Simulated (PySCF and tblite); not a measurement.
The numbers below are computed, except where a source is named.
C₈H₅FOS, numbered as in [OH:1][c:2]1[s:3][c:4]2[cH:5][cH:6][cH:7][cH:8][c:9]2[c:10]1[F:11].

The ensemble was built from 60 distance-geometry starts (ETKDG and KDG, MMFF94s, GFN2-xTB) and rests on GFN2-xTB geometries. Energies: PBE0-D3(BJ)/def2-SVP (IEF-PCM, dimethylsulfoxide), with GFN2-xTB thermal terms (modes under about 100 cm⁻¹ blended into free rotors). Symmetry numbers and mirror images are counted. Conformers within 2.5 kcal/mol (GFN2-xTB free energy) were kept, 2 at most. GIAO shieldings: KT2/pcSseg-1 (IEF-PCM, dimethylsulfoxide). Shifts are against TMS (¹H), TMS (¹³C) at the same level. Codes: tblite and PySCF.

Torsions listed: H1–O1–C2–S3.

```json
{"conformer": "1", "shape": "180°", "symmetry": "Cs", "E(GFN2) kcal/mol": "0.00", "E(DFT) kcal/mol": "0.00"}
{"conformer": "2", "shape": "0°", "symmetry": "Cs", "E(GFN2) kcal/mol": "0.81", "E(DFT) kcal/mol": "0.93"}
```

**Question.** How much do the weights at 298.15 K and the averaged shift of C2 depend on how the conformers are weighted?

**Answer.** 
| weighting | 1 (%) | 2 (%) | δ (ppm) | rms dipole (D) |
| --- | --- | --- | --- | --- |
| DFT energy with thermal terms, symmetry and mirror images (full scheme) | 78 | 22 | 145.8 | 1.54 |
| DFT energy with symmetry and mirror images | 83 | 17 | 146.0 | 1.39 |
| bare DFT energy | 83 | 17 | 146.0 | 1.39 |
| GFN2-xTB energy with symmetry and mirror images | 80 | 20 | 145.9 | 1.48 |
| GFN2-xTB free energy | 74 | 26 | 145.6 | 1.64 |
| leading conformer alone | 100 | 0 | 146.7 | 0.63 |
| equal weights | 50 | 50 | 144.7 | 2.19 |

The largest departure from the full scheme, 1.1 ppm, comes with: equal weights.

Other tautomers (keto or thione forms) aren't considered and may dominate.


Conformer gaps in def2-SVP on xTB geometries can be 2 kcal/mol too large for S=O, P=O and other polar bonds.